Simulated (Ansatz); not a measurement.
SbNH4 (SMILES [NH2][SbH2]), singlet: a trajectory.

in.yaml

```yaml
crystal:
  periodic: [false, false, false]
  atoms:
    - {symbol: N, position_ang: [-0.223530, -0.901750, 0.025570]}
    - {symbol: Sb, position_ang: [0.745900, 0.891900, 0.032990]}
    - {symbol: H, position_ang: [0.142450, -1.495600, -0.710170]}
    - {symbol: H, position_ang: [-0.045280, -1.400810, 0.889940]}
    - {symbol: H, position_ang: [-0.175640, 1.385670, -1.297370]}
    - {symbol: H, position_ang: [-0.443890, 1.520600, 1.059030]}
basis:
  gaussian: {orbitals: def2-SVP}
hamiltonian: {xc: pbe0, dispersion: d4}
md: {n_steps: 30, timestep: 0.75, temperature: 300, ensemble: nvt, seed: 198, initial_velocities: maxwell_boltzmann}
```

Launched with

```bash
ansatz run in.yaml --threads 2 --pin off --events-out ev --progress --plain --max-ram 3481MiB
```

What Ansatz 0.2.0 printed:

```
Error: YAML parse error: error: line 13 column 63: unknown variant `nvt`, expected one of nve, nve_milne, nvt_langevin, nvt_nose_hoover, npt_langevin
  --> <input>:13:63
   |
11 |   gaussian: {orbitals: def2-SVP}
12 | hamiltonian: {xc: pbe0, dispersion: d4}
13 | md: {n_steps: 30, timestep: 0.75, temperature: 300, ensemble: nvt, seed: 198, initial_velocities: maxwell_boltzmann}
   |                                                               ^ unknown variant `nvt`, expected one of nve, nve_milne, nvt_langevin, nvt_nose_hoover, npt_langevin
```

Hardware: 2 CPU threads of an Arm Neoverse V2, shared host. Wall time about 0.05 s.


The program refused the input. The ensemble's name is not one that the program knows.